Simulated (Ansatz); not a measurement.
Ansatz (a program for electronic structure) input:

Ansatz 0.2 input:
```yaml
crystal:
  periodic: [false, false, false]
  atoms:
    - {symbol: Ge, position_ang: [-0.00117794, -0.00066181, 0.04572453]}
    - {symbol: H, position_ang: [-0.00593603, -1.32670919, -0.75158690]}
    - {symbol: H, position_ang: [0.04363002, 1.34788725, -0.71159804]}
basis:
  gaussian:
    orbitals: aug-cc-pVDZ
magnetization: {spin_polarized: true, initial_magnetization: 2}
correlation: {method: ccsd_t, electrons: outside_noble_gas}
output: {forces: true}
```

Q: What final total energy does it print?

A: -2076.52662 Eh (CCSD(T)/aug-cc-pVDZ). The basis has 54 functions.

This is an excited triplet: at this geometry the singlet lies 0.53 eV lower at CCSD(T)/CBS(aug-cc-pVTZ,aug-cc-pVQZ).
